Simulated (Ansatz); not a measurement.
Cl4Ta, charge +1, singlet, at a GFN2-xTB geometry (such geometries of metal compounds can be far from the true shape) (the multiplicity is a formal guess) (core potentials on Ta); BLYP/def2-SVP run with Ansatz (an electronic-structure program).

Here is a job for Ansatz.
Ansatz 0.2 input:
```yaml
crystal:
  periodic: [false, false, false]
  atoms:
    - {symbol: Ta, position_ang: [-0.00000000, 0.00000000, 0.00000000]}
    - {symbol: Cl, position_ang: [1.75171890, -0.59119335, -1.16605346]}
    - {symbol: Cl, position_ang: [0.61179865, 0.47525456, 2.04390432]}
    - {symbol: Cl, position_ang: [-0.92257270, 1.75917217, -0.91207579]}
    - {symbol: Cl, position_ang: [-1.44094485, -1.64323338, 0.03422494]}
basis:
  gaussian:
    orbitals: def2-SVP
hamiltonian:
  xc: blyp
total_charge: 1
magnetization: {spin_polarized: true}
```

The log (banner, timings and long lists left out):

```
Functional definition: BLYP
1084 factors; their error is unknown
mean field evaluation 1: about -51623.2472 eV, gradient 2.0e1 eV
mean field evaluation 2: about -51623.7841 eV, gradient 1.8e1 eV
mean field evaluation 4: about -51625.1721 eV, gradient 1.8e0 eV
mean field evaluation 8: about -51625.1083 eV, gradient 4.6e-2 eV
mean field -51625.10832240 eV, -1897.1877380929 hartree, gradient 2.8e-5 eV, S^2 0.000000; 0 other end points of the search recorded, 0 dependent functions left out
reference -51625.10869263 eV, -1897.1877516987 hartree; 40, 40 occupied and 64, 64 virtual orbitals, 1084 factors
Total energy: -51625.10869263 eV, -1897.1877516987 hartree
```
